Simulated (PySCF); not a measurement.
AsH5O3Si, SMILES O[Si](O)(O)[AsH2]. Geometry optimised at PBE0-D3(BJ)/def2-SVP. The structure was generated by enumeration, and PubChem lists no compound with its InChIKey, so it may never have been made. Other conformers were not sampled.

Computed equilibrium geometry at PBE0-D3(BJ)/def2-SVP (PySCF confirms it by a frequency run) as Cartesian coordinates in Å (one conformer of several):
```xyz
10

O     -1.1412    -0.0198     1.8272
Si    -0.8423     0.1004     0.1962
O     -1.2377     1.5709    -0.4449
O     -1.8193    -1.0548    -0.4732
As     1.4165    -0.1687    -0.4011
H     -0.5393     0.4512     2.4105
H     -2.1808     1.7367    -0.5512
H     -2.1240    -1.7296     0.1412
H      1.6310    -1.2247     0.6804
H      1.8454     0.9587     0.5351
```
Charge 0, spin multiplicity 1.
